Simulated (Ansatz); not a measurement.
Ansatz (an electronic-structure program) input (CCSD(T)/def2-SVP):

Ansatz 0.2 input:
```yaml
crystal:
  periodic: [false, false, false]
  atoms:
    - {symbol: Sc, position_ang: [0.27481377, -0.10347922, 0.27052579]}
    - {symbol: O, position_ang: [0.94161406, 0.30633831, -1.41932257]}
    - {symbol: H, position_ang: [0.99024011, 0.56062880, -2.33921172]}
    - {symbol: O, position_ang: [-1.48255231, -0.10265176, 0.88682468]}
    - {symbol: H, position_ang: [-2.43382323, -0.01705759, 0.91815310]}
basis:
  gaussian:
    orbitals: def2-SVP
magnetization: {spin_polarized: true, initial_magnetization: 1}
correlation: {method: ccsd_t, electrons: outside_noble_gas}
```

End of the output:

```
mean field evaluation 320: about -24772.4595 eV, gradient 7.2e0 eV
mean field evaluation 352: about -24770.6209 eV, gradient 1.9e-2 eV
mean field evaluation 384: about -24770.1523 eV, gradient 8.0e-1 eV
mean field evaluation 416: about -24770.2876 eV, gradient 7.6e-4 eV
mean field evaluation 448: about -24770.2755 eV, gradient 5.1e-1 eV
mean field evaluation 480: about -24770.6081 eV, gradient 9.7e-3 eV
mean field evaluation 512: about -24770.1843 eV, gradient 1.8e-1 eV
mean field evaluation 544: about -24771.0120 eV, gradient 4.0e0 eV
mean field evaluation 576: about -24774.7597 eV, gradient 6.6e-1 eV
mean field -24777.13738227 eV, -910.5430042515 hartree, gradient 1.7e-6 eV, S^2 0.751954; 10 other end points of the search recorded, 0 dependent functions left out
determinant -24777.13738227 eV, -910.5430042515 hartree, with singles and doubles -24789.15709801 eV, -910.9847206578 hartree
determinant -24776.32925410 eV, -910.5133060890 hartree, with singles and doubles -24788.12232879 eV, -910.9466935902 hartree
determinant -24776.31623841 eV, -910.5128277714 hartree, with singles and doubles -24788.11286610 eV, -910.9463458430 hartree
determinant -24774.90754033 eV, -910.4610590716 hartree, with singles and doubles -24786.67273336 eV, -910.8934219409 hartree
determinant -24774.67244904 eV, -910.4524196261 hartree, with singles and doubles -24786.53826501 eV, -910.8884803200 hartree
11 core orbitals not correlated
reference -24777.13738227 eV, -910.5430042515 hartree; 9, 8 occupied and 49, 50 virtual orbitals, 710 factors
second order -11.78713523 eV of doubles, -0.00000000 eV of singles
coupled cluster: 0.23 GiB planned
cycle   1  -12.02124874 eV  change   -1.5e-3 eV  update   2.4e-3
cycle   2  -12.02066755 eV  change    5.8e-4 eV  update   2.1e-3
cycle   3  -12.02072612 eV  change   -5.9e-5 eV  update   1.6e-3
cycle   4  -12.02160523 eV  change   -8.8e-4 eV  update   7.3e-4
cycle   5  -12.02221830 eV  change   -6.1e-4 eV  update   3.4e-4
cycle   6  -12.02188730 eV  change    3.3e-4 eV  update   1.6e-4
cycle   7  -12.02184978 eV  change    3.8e-5 eV  update   5.6e-5
cycle   8  -12.02177960 eV  change    7.0e-5 eV  update   1.7e-5
cycle   9  -12.02177126 eV  change    8.3e-6 eV  update   7.6e-6
perturbative correction -0.32893659 eV, -0.0120881967 hartree
Total energy: -24789.48809012 eV, -910.9968843932 hartree
```

The spin state was set by rule; other spins were not relaxed.
